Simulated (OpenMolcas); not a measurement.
# Ni VIII: the spin-orbit constant, Racah parameters, worked from levels

```json
{
  "Program": "OpenMolcas 26.06",
  "Basis": "ANO-R2 [6s5p4d2f1g]",
  "Scalar Hamiltonian": "X2C, finite nucleus",
  "Active space": "3 electrons in 10 orbitals (3d 4d)",
  "State averaging": "2S+1 = 4 even, 10 roots; 2S+1 = 2 even, 40 roots",
  "Spin-orbit coupling": "RASSI with atomic mean-field integrals over the reference wave functions, term energies averaged over their components"
}
```

Methods: CASSCF; MS-CASPT2, IPEA 0.25 Eh, imaginary shift 0.1 Eh (closed shells correlated: 3s 3p). Measured levels: Corliss and Sugar, J. Phys. Chem. Ref. Data 10, 197 (1981).

**The spin-orbit constant.** For the Hund term 4F of d3, E(J) = (A/2) J(J+1) + constant and ζ = 2S·A = 3A. From J = 3/2 to J = 9/2 the energy changes by 10.5 A.

```csv
Source,E(9/2) - E(3/2),A,ζ
CASSCF,3761.0,358.2,1075
MS-CASPT2,3767.4,358.8,1076
measured,3721.0,354.4,1063
```

All in cm-1. MS-CASPT2 is off by +1.2 % and CASSCF by +1.1 %. Both methods take the spin-orbit matrix elements from the reference wave functions, so the second can move ζ only through the term energies and any multistate remixing. Second-order mixing with other terms is absorbed into this ζ.

**Racah parameters.** Above 4F, d3 has 4P at 15B, 2G at 4B + 3C and 2H at 9B + 3C. The first two fix B and C, and the third tests them; where it misses by thousands of cm-1, two parameters do not describe the configuration (Trees and configuration-interaction terms are left out) and B and C hang on the terms chosen. Term energies are centres of gravity, weighted by 2J + 1.

```tsv
Source	4P	2G	B	C	C/B	2H from B, C	2H found
CASSCF	26723	27507	1782	6794	3.81	36420	36711
MS-CASPT2	22702	25015	1513	6320	4.18	32577	35278
```

Energies in cm-1. From CASSCF to MS-CASPT2, B changes by -15.1 % and C by -7.0 %.

Term energies are means over components that CASPT2 splits; among the terms shown or strongly mixed into the levels shown the widest spread is 810 cm-1 (3d3 4F, MS-CASPT2). Active for correlation alone: 4d; no level in the range computed is led by a configuration that fills it, so any true level of that kind is missing. Without dynamic correlation excited terms often stand tens of per cent too high (terms of higher spin than the ground term too low), and those without a measured partner can miss by more than the paired ones (holds for CASSCF). Measured partners are found by configuration, term and J. A level has none where our copy of the source lacks it or the pairing is in doubt (some pairs that miss far off the trend of their configuration count as doubtful), and it then counts in no deviation. Only configurations of the active space appear.
